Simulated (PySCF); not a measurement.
## Spin-rotation constants: SMILES COc1scpc1[SiH3], C4H7OPSSi

Molfile (atoms numbered from 1):
```
C4H7OPSSi
     RDKit          3D

 15 15  0  0  0  0  0  0  0  0999 V2000
    0.3686    1.6852   -1.7532 C   0  0  0  0  0  0  0  0  0  0  0  0
   -0.1480    0.5229   -1.1512 O   0  0  0  0  0  0  0  0  0  0  0  0
    0.2204    0.2555    0.1161 C   0  0  0  0  0  0  0  0  0  0  0  0
    1.2992    1.3109    0.9828 S   0  0  0  0  0  0  0  0  0  0  0  0
    1.2773    0.3547    2.4108 C   0  0  0  0  0  0  0  0  0  0  0  0
    0.3367   -1.0619    2.4243 P   0  0  0  0  0  0  0  0  0  0  0  0
   -0.2383   -0.8489    0.7617 C   0  0  0  0  0  0  0  0  0  0  0  0
   -1.4070   -2.0069   -0.1556 Si  0  0  0  0  0  4  0  0  0  0  0  0
    0.0674    2.5827   -1.2023 H   0  0  0  0  0  0  0  0  0  0  0  0
    1.4622    1.6511   -1.8042 H   0  0  0  0  0  0  0  0  0  0  0  0
   -0.0455    1.7154   -2.7590 H   0  0  0  0  0  0  0  0  0  0  0  0
    1.8720    0.7161    3.2305 H   0  0  0  0  0  0  0  0  0  0  0  0
   -0.7259   -2.5119   -1.3488 H   0  0  0  0  0  0  0  0  0  0  0  0
   -1.7370   -3.0977    0.7617 H   0  0  0  0  0  0  0  0  0  0  0  0
   -2.6066   -1.2592   -0.5356 H   0  0  0  0  0  0  0  0  0  0  0  0
  1  2  1  0
  2  3  1  0
  3  4  1  0
  4  5  1  0
  5  6  2  0
  6  7  1  0
  7  8  1  0
  7  3  2  0
  1  9  1  0
  1 10  1  0
  1 11  1  0
  5 12  1  0
  8 13  1  0
  8 14  1  0
  8 15  1  0
M  END
```

Computed with GIAO KT3/pcSseg-1 magnetisability, rotational g tensor and spin-rotation constants, non-relativistic, gas phase (PySCF). Geometry: GFN2-xTB.

Question: Give the nuclear spin-rotation constants along the inertial axes (H = +C I·J) beside the isotropic shieldings.

Answer: Rotational constants 1.4125, 1.3038, 0.6863 GHz. A star marks the isotopologue with that one atom substituted, in its own axes.
```tsv
atom	isotope	Caa (kHz)	Cbb (kHz)	Ccc (kHz)	mean (kHz)	σ (ppm)
P6	31P	3.005	3.375	1.071	2.483	115.3
H9	1H	-0.103	-0.100	-0.003	-0.069	27.7
H10	1H	-0.103	-0.100	-0.003	-0.069	27.7
H11	1H	-0.159	0.089	-0.069	-0.046	27.2
H12	1H	-0.087	0.115	-0.080	-0.017	24.0
H13	1H	-0.123	-0.059	0.002	-0.060	27.3
H14	1H	0.025	-0.075	-0.063	-0.038	27.4
H15	1H	-0.123	-0.059	0.002	-0.060	27.3
C1	13C*	0.200	0.311	0.169	0.227	123.0
O2	17O*	-0.390	-0.182	-0.064	-0.212	190.0
C3	13C*	0.505	0.637	0.200	0.447	12.9
S4	33S*	0.593	0.515	0.216	0.442	243.2
C5	13C*	0.429	0.694	0.101	0.408	46.7
C7	13C*	0.527	0.474	0.098	0.366	71.0
Si8	29Si*	-0.709	-0.674	-0.359	-0.581	448.0
```
For the geometry as given, no vibrational averaging.

Question: How do the rotational constants and the g tensor change when H9, H10, H11, H12, H13, H14, H15 are replaced by deuterium?

Answer: Constants 1.2724, 1.1686, 0.6227 GHz; g -0.0248, -0.0250, 0.0025, against -0.0274, -0.0278, 0.0028 before.
